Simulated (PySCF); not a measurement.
Task: What does the PBE0-D3(BJ)/def2-SVP structure of 2-chloropyridine-N-oxide, `[O-][N+]1=CC=CC=C1Cl` look like in three dimensions?

Result: 
```xyz
12
C5H4ClNO angstrom
O      0.249    2.197    0.162
N     -0.152    1.024    0.049
C     -1.492    0.737   -0.021
C     -1.966   -0.552   -0.150
C     -1.078   -1.625   -0.213
C      0.283   -1.347   -0.141
C      0.728   -0.040   -0.011
Cl     2.378    0.365    0.083
H     -2.115    1.629    0.036
H     -3.046   -0.704   -0.200
H     -1.432   -2.651   -0.316
H      1.034   -2.136   -0.184
```

Orientation and origin are arbitrary. Atoms count from 1 in this order. N2 (N-oxide nitrogen) is planar (angles 121.7°, 121.1° and 117.3°, sum 360.0°, 0.00 Å off the plane of its three neighbours). The 8 heavy atoms lie in one plane (0.001 Å rms). The 6-membered ring N2–C3–C4–C5–C6–C7 has internal angles of 117.3° to 122.4°; it is planar, 0.00 Å rms from its mean plane, widest ring torsion 0°.

Bonds between heavy atoms (Å): O1–N2 1.245, N2–C3 1.373, C3–C4 1.379, C4–C5 1.395, C5–C6 1.390, C6–C7 1.387, C7–Cl8 1.702, N2–C7 1.382.

Level of theory: PySCF, PBE0-D3(BJ)/def2-SVP geometry optimisation, gas phase.

Point group: Cs (every atom within 0.08 Å of its image). Stationary, but not proved a minimum.
